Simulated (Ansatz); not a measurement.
```yaml
crystal:
  periodic: [false, false, false]
  atoms:
    - {symbol: O, position_ang: [-0.656843, 1.445468, 0.310478]}
    - {symbol: C, position_ang: [0.217845, 0.473993, 0.755088]}
    - {symbol: Cl, position_ang: [0.329949, 0.504935, 2.561884]}
    - {symbol: O, position_ang: [-0.139543, -0.787248, 0.401469]}
    - {symbol: Sb, position_ang: [-0.544955, -1.062265, -1.542676]}
    - {symbol: H, position_ang: [-1.506957, 1.302151, 0.745054]}
    - {symbol: H, position_ang: [1.209119, 0.764148, 0.394331]}
    - {symbol: H, position_ang: [0.818050, -0.171100, -2.088146]}
    - {symbol: H, position_ang: [0.361933, -2.516183, -1.554685]}
basis:
  gaussian: {orbitals: x2c-TZVPPall}
magnetization: {spin_polarized: true, initial_magnetization: 2}
hamiltonian: {xc: {name: HSE06}}
accuracy: high
output: {forces: true}
```

```sh
$ ansatz run in.yaml --threads 4 --pin off --events-out ev --progress --plain --max-ram 10444MiB
```

Output, abridged:

```
Functional definition: HSE06
4440 factors; integrals over basis functions are off by at most 2.3e-8 eV
114 factors; integrals over basis functions are off by at most 1.2e-9 eV
mean field evaluation 1: about -194087.3886 eV, gradient 4.5e1 eV
mean field evaluation 2: about -194028.1771 eV, gradient 1.2e2 eV
mean field evaluation 4: about -194094.3239 eV, gradient 1.2e1 eV
mean field evaluation 8: about -194094.7710 eV, gradient 5.7e-1 eV
mean field evaluation 16: about -194094.8564 eV, gradient 3.2e-3 eV
mean field evaluation 32: about -194094.8564 eV, gradient 8.8e-7 eV
mean field -194094.85639492 eV, -7132.8544102944 hartree, gradient 6.4e-8 eV, S^2 2.004948; 2 other end points of the search recorded, 0 dependent functions left out
reference -194094.85639857 eV, -7132.8544104285 hartree; 48, 46 occupied and 203, 205 virtual orbitals, 4440 factors
Total energy: -194094.85639857 eV, -7132.8544104285 hartree
Relativity: scalar
Atom 0 at    -0.656843     1.445468     0.310478 Å, force    -0.080031    -0.021071     0.105545 eV/Å
Atom 1 at     0.217845     0.473993     0.755088 Å, force     0.034771     0.254463     0.365665 eV/Å
Atom 2 at     0.329949     0.504935     2.561884 Å, force     0.112008     0.109459     0.233600 eV/Å
Atom 3 at    -0.139543    -0.787248     0.401469 Å, force     0.646810     0.431643     1.993050 eV/Å
Atom 4 at    -0.544955    -1.062265    -1.542676 Å, force     0.457889    -1.025660    -3.208116 eV/Å
Atom 5 at    -1.506957     1.302151     0.745054 Å, force     0.091922    -0.007706    -0.059153 eV/Å
Atom 6 at     1.209119     0.764148     0.394331 Å, force    -0.072172    -0.053320     0.037757 eV/Å
Atom 7 at     0.818050    -0.171100    -2.088146 Å, force    -0.481389     0.505240     0.231610 eV/Å
Atom 8 at     0.361933    -2.516183    -1.554685 Å, force    -0.709809    -0.193048     0.300041 eV/Å
Dipole moment:    -0.217914    -0.045738    -0.391181 e Å
```

It took 44 s on 4 threads of an Arm Neoverse V1 on a shared host, with 2.5 GiB of host memory at the peak.
